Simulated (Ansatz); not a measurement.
`[O]=[Nb]([OH])([F])[F]` and `[O]=[Ta]([OH])([F])[F]` differ in one element.

Ansatz, PBE0-D4/def2-TZVP geometries, multiplicity 1. Each molecule was computed in one conformer, which needn't be the lowest.

Elements past krypton have def2 core potentials.

| property | `[O]=[Nb]([OH])([F])[F]` |
| --- | --- |
| LUMO energy (PBE0/def2-TZVPP) / eV | -1.70 |
| HOMO energy (ωB97M-V/def2-TZVPP) / eV | -12.61 |
| zero-point energy (PBE0-D4/def2-TZVP) / kJ/mol | 55.0 |
| size of the dipole moment (PBE/def2-TZVPP) / D | 2.34 |
| size of the dipole moment (ωB97M-V/def2-TZVPP) / D | 2.38 |
| LUMO energy (ωB97M-V/def2-TZVPP) / eV | 0.40 |

Problem. Give the same properties after the change, and the shifts. (Best estimate.)

Solution. Computed: 
| property | `[O]=[Ta]([OH])([F])[F]` | shift |
| --- | --- | --- |
| LUMO energy (PBE0/def2-TZVPP) / eV | -1.06 | 0.64 |
| HOMO energy (ωB97M-V/def2-TZVPP) / eV | -12.25 | 0.36 |
| zero-point energy (PBE0-D4/def2-TZVP) / kJ/mol | 54.4 | -0.6 |
| size of the dipole moment (PBE/def2-TZVPP) / D | 2.49 | 0.15 |
| size of the dipole moment (ωB97M-V/def2-TZVPP) / D | 2.58 | 0.20 |
| LUMO energy (ωB97M-V/def2-TZVPP) / eV | 0.58 | 0.18 |

With PBE0 the HOMO rises by 0.34 eV and the LUMO rises by 0.64 eV, so the gap widens by about 0.30 eV. PBE moves the HOMO by 0.28 eV and ωB97M-V by 0.36 eV. Dipoles are sizes alone; their direction can turn.
